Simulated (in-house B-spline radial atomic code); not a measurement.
Binding energies in Pb52+

NIST's tabulated ground configuration is [Ar] 3d10 4s2; each binding energy is the energy of the ion with one electron taken from that subshell, relaxed, less that of the parent. Method: Dirac-Hartree-Fock, average of configuration, Fermi nucleus of rms radius 5.5012 fm. Calculated with a radial B-spline atomic code at the basis-set limit. Energies include first-order Breit, QED and recoil terms.

| subshell | X-ray name | binding energy (eV) | -ε (eV) | relaxation (eV) |
| --- | --- | --- | --- | --- |
| 1s | K | 90962.1 | 91511.2 | 55.4 |
| 2s | L1 | 18767.9 | 18853.6 | 20.4 |
| 2p1/2 | L2 | 18111.3 | 18200.3 | 24.8 |
| 2p3/2 | L3 | 15936.3 | 15997.4 | 21.1 |
| 3s | M1 | 6598.7 | 6617.1 | 3.4 |
| 3p1/2 | M2 | 6309.8 | 6328.1 | 4.2 |
| 3p3/2 | M3 | 5796.3 | 5808.3 | 3.4 |
| 3d3/2 | M4 | 5348.4 | 5359.4 | 4.9 |
| 3d5/2 | M5 | 5239.5 | 5248.4 | 4.4 |
| 4s | N1 | 3210.6 | 3216.0 | 0.3 |

Relaxation = -ε minus the binding energy without Breit, QED and recoil terms.

Emission lines follow as differences of binding energies, with λ = 12398.42 eV·Å / E:

| line | holes | energy (eV) | wavelength (Å) |
| --- | --- | --- | --- |
| K-L3 | 1s → 2p3/2 | 75025.8 | 0.16526 |
| K-L2 | 1s → 2p1/2 | 72850.8 | 0.17019 |
| K-M3 | 1s → 3p3/2 | 85165.8 | 0.14558 |
| L3-M5 | 2p3/2 → 3d5/2 | 10696.8 | 1.1591 |
| L2-M4 | 2p1/2 → 3d3/2 | 12762.9 | 0.97144 |
| L1-M3 | 2s → 3p3/2 | 12971.6 | 0.95581 |
| L3-M1 | 2p3/2 → 3s | 9337.6 | 1.3278 |

**Question.** What screening constant σ does Moseley's law, E = (3/4)·13.6057 eV·(Z - σ)², need for K-L3?

**Answer.** σ = -3.75.

Moseley's non-relativistic formula needs a falling, then negative, screening constant for heavy elements, because relativity binds the 1s electron more strongly than the formula allows.

**Question.** What does it cost to remove both a 3d5/2 and a 3d3/2 electron?

**Answer.** 10735 eV, which is 147.3 eV more than the two single binding energies together.

**Question.** What does it cost to remove both a 2p1/2 and a 3p3/2 electron?

**Answer.** 24080 eV, which is 172.7 eV more than the two single binding energies together.

**Question.** What does it cost to remove both a 2p1/2 and a 3d5/2 electron?

**Answer.** 23533 eV, which is 181.8 eV more than the two single binding energies together.
